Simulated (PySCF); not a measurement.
**Ionisation energy of Ga¹⁸⁺ by level of theory**

Ga¹⁸⁺ [Ne] 3s2 3p1 (2P) → Ga¹⁹⁺ [Ne] 3s2 (1S), as a difference of total energies. Computed with PySCF 2.14 in an uncontracted even-tempered set (18 s from 1.4 bohr⁻², ratio 2.5; 12 p from 1.8 bohr⁻², ratio 2.5; 5 d from 8.7 bohr⁻², ratio 2.7; 4 f from 13 bohr⁻², ratio 2.7), with the spin-free X2C one-electron Hamiltonian (Gaussian nucleus). Correlated levels: outer shells: 1s2 frozen; virtual orbitals above 40 to 60 times the deepest correlated orbital energy dropped. The calculations carry no spin-orbit coupling.

```
                method  ionisation energy (eV)
                   UHF                  676.88
                   LDA                  678.31
                   PBE                  678.52
                  PBE0                  678.38
                r2SCAN                  678.45
                  TPSS                  678.67
               r2SCAN0                  678.35
    MP2 (outer shells)                  677.41
SCS-MP2 (outer shells)                  677.31
```

Q: How much does correlation contribute at MP2 (outer shells)?

A: 677.41 − (676.88) = 0.53 eV, measured against UHF.

A first-order spin-orbit estimate (lowest level to lowest level, LS coupling) adds 3.722 eV.

Breit and QED terms and the two-electron picture change are absent.

For comparison: 677 ± 3 eV (semi-empirical (NIST evaluation); NIST Atomic Spectra Database, ionization energies).
